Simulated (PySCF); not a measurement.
Dipole moment and polarisability of SeCl2

Compound: SeCl₂.
Cartesian coordinates in Å at the PBE0-D3(BJ)/def2-SVP level; atoms count from 1:
```xyz
3
SeCl2 angstrom
Se     0.0051   -0.0065   -0.9187
Cl     1.6734   -0.0165    0.4685
Cl    -1.6785    0.0230    0.4502
```

Level: B3LYP/def2-SVPD (PySCF), static field, nuclei fixed, core orbitals frozen in the response. The polarisability tensor in these axes (au):

```
x   76.66 -0.39  0.12
y   -0.39 43.59  0.08
z    0.12  0.08 55.25
```

Task: Diagonalise the tensor; give its mean and Δα, where Δα² is half the sum of the squared differences of the eigenvalues.

Result: Principal values 43.59, 55.25 and 76.67 au; mean 58.50 au = 8.67 Å³ = 9.65 × 10⁻⁴⁰ C²·m²/J; Δα = 29.06 au (50 % of the mean).

Task: What is the dipole moment, and where does it point?

Result: (0.01, -0.01, -1.12) D, 1.12 D in size, pointing from the negative to the positive side. Measured along this direction, the outermost atoms are Cl3 and Cl2 at the negative end and Se1 at the positive end.

Task: Form Σ f/ω² (atomic units) for the 10 lowest TDDFT singlets, given as eV and f, and set it beside the mean polarisability, which is this sum over all singlets: 2.55, 0.0009; 2.76, 0.0000; 5.07, 0.0096; 5.14, 0.0000; 5.25, 0.0097; 5.40, 0.0030; 5.50, 0.0022; 6.21, 0.1180; 6.24, 0.0075; 6.28, 0.0068.

Result: They add up to 3.31 au, 5.7 % of the 58.50 au; the largest single term is 2.26 au, from the state at 6.21 eV. Terms in order: 0.10, 0.00, 0.28, 0.00, 0.26, 0.08, 0.05, 2.26, 0.14, 0.13 au. Higher excitations give the rest. The strengths listed sum to 0.158.

Task: Find the Langevin capture rate constant for H3O+ (19.018 u) meeting this molecule (149.854 u), k = 2.342 × 10⁻⁹ cm³/s × √(α in Å³ / reduced mass in u).

Result: The reduced mass is 16.88 u, so k = 1.68 × 10⁻⁹ cm³/s. The formula leaves out the permanent dipole, which adds to the capture rate.

Task: What depolarisation ratio follows for Rayleigh scattering of linearly polarised light, taking the static tensor?

Result: ρ = 3Δα²/(45ᾱ² + 4Δα²) = 2533.2/(154006 + 3377.6) = 0.0161.

Isolated species at its PBE0-D3(BJ)/def2-SVP geometry, gas phase. The calculation is non-relativistic, for selenium too.
